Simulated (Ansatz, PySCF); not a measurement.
Species: CH₃F₂Si, charge 0, multiplicity 2. It need not be the lowest isomer of its formula. SMILES: C[Si](F)F
Geometry: optimised at B3LYP-D3(BJ)/def2-TZVP (Ansatz, a quantum-chemistry and plane-wave program).

Wanted: atomisation energy (electronic, to ground-state atoms); the coupled-cluster value holds the core correlation from cc-pwCVTZ, in eV. Correlated levels leave the core frozen unless marked. Open shells are spin-unrestricted. Spin-orbit coupling is left out. No relativistic terms. CBS(X,Y): correlation extrapolated as X^-3; Hartree-Fock from the larger set. [CCSD(T)-MP2]/basis is that difference in the basis named.

Level to compare with: RI-MP2/CBS(aug-cc-pV(T+d)Z,aug-cc-pV(Q+d)Z)+[CCSD(T)-MP2]/aug-cc-pV(T+d)Z plus the core term (Ansatz), 28.37 eV. It is a level with limits of its own, and the differences hold the functionals' basis error too.

Task: Rank these functionals by how close they come to RI-MP2/CBS(aug-cc-pV(T+d)Z,aug-cc-pV(Q+d)Z)+[CCSD(T)-MP2]/aug-cc-pV(T+d)Z, closest first: HSE06/def2-TZVPD (Ansatz); r2SCAN0/def2-TZVPD (Ansatz); M06-2X/def2-TZVPD (PySCF).

Result: M06-2X/def2-TZVPD (hybrid meta-GGA, 28.33 eV, difference -0.04), HSE06/def2-TZVPD (screened hybrid, 27.98 eV, difference -0.39), r2SCAN0/def2-TZVPD (hybrid meta-GGA, 27.82 eV, difference -0.55)
